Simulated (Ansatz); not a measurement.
Mulliken charges of `C#[C][Sn]([F])([F])[F]` from PBE/def2-TZVPP in Ansatz (PBE0-D4/def2-TZVP geometry).

| atom | x (Å) | y (Å) | z (Å) | charge (e) |
| --- | --- | --- | --- | --- |
| C1 | 1.300 | -1.628 | 0.691 | 0.028 |
| C2 | 0.589 | -0.737 | 0.307 | -0.461 |
| Sn3 | -0.612 | 0.768 | -0.342 | 1.433 |
| F4 | -2.226 | 0.153 | -1.100 | -0.407 |
| F5 | 0.197 | 1.838 | -1.667 | -0.407 |
| F6 | -1.117 | 1.956 | 1.033 | -0.407 |
| H7 | 1.931 | -2.418 | 1.031 | 0.222 |

By hand: the dipole of these point charges (1 e Å = 4.8032 D).

Σ q r = (0.597, -0.749, 0.322) e Å, of length 1.010 e Å = 4.85 D.

How does the dipole of the full density compare? (Estimate.)

The calculation gave: (0.476, -0.598, 0.257) e Å, 3.87 D; the point charges give 1.25 times that, at 0° from its direction.

Point charges leave out the atoms' own dipoles, such as those of lone pairs, and Mulliken's split depends on the basis, so the two needn't agree.
